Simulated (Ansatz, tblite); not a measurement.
Isomers of Sn₃H₄ (singlet), found by a short tight-binding search and relaxed with PBE-D4/def2-SVP in Ansatz.

In the def2 sets Sn takes a core potential; there is no spin–orbit coupling. The xTB rows come from tblite. HSE06 is defined as in plane-wave codes, on full-range PBE exchange. Correlated methods freeze 12 core orbitals; core or outer-core shells of Sn are correlated, in sets that lack core-valence functions.

Other spin states weren't relaxed.

A:

Cartesian coordinates in Å:
```
Sn -0.025 -1.478 0.959
Sn -1.676 0.966 -0.751
Sn 0.828 0.182 -1.892
H 0.231 1.624 -0.602
H 0.816 -0.204 1.914
H -1.497 -0.105 0.827
H 1.324 -0.985 -0.456
```

B:

Cartesian coordinates in Å:
```
Sn 2.079 -0.056 0.366
Sn -0.690 0.326 1.154
Sn -0.837 1.293 -1.467
H -1.265 -0.461 -0.654
H -2.033 -0.229 2.127
H 1.662 -1.669 -0.320
H 1.084 0.796 -1.205
```

C:

Cartesian coordinates in Å:
```
Sn 0.9596 1.2555 1.2011
Sn -1.7056 0.9249 -0.4193
Sn 0.4095 -1.1969 -0.4296
H -1.7300 -0.9164 0.0505
H 1.9005 0.4249 -0.2253
H -0.7223 0.0994 -1.8198
H 0.8881 -0.5914 1.6423
```

Task: Estimate their order by electronic energy at CCSD(T)/def2-TZVP, counted from the lowest.

Result: C (0.0) < A (32.4) < B (56.3), in kJ/mol.

Task: Do the other levels pick the same lowest one?

Result: All that were run do. Energies above each level's lowest (kJ/mol):

```tsv
level	A	B	C
GFN1-xTB	31.5	63.2	0.0
GFN2-xTB	40.7	65.6	0.0
HF/def2-TZVP	11.0	27.8	0.0
LDA (SPW92)/def2-TZVP	41.8	72.5	0.0
PBE-D4/def2-TZVP	35.9	67.7	0.0
r2SCAN-D4/def2-TZVP	33.6	62.5	0.0
PBE0-D4/def2-TZVP	36.8	64.2	0.0
HSE06-D4/def2-TZVP	36.4	63.7	0.0
MP2/def2-TZVP	43.9	72.6	0.0
CCSD/def2-TZVP	28.4	52.6	0.0
CCSD(T)/def2-TZVP	32.4	56.3	0.0
```
Point groups (tolerance 0.1 Å): A Cs, B not assigned, C C2v. Lower isomers may exist.
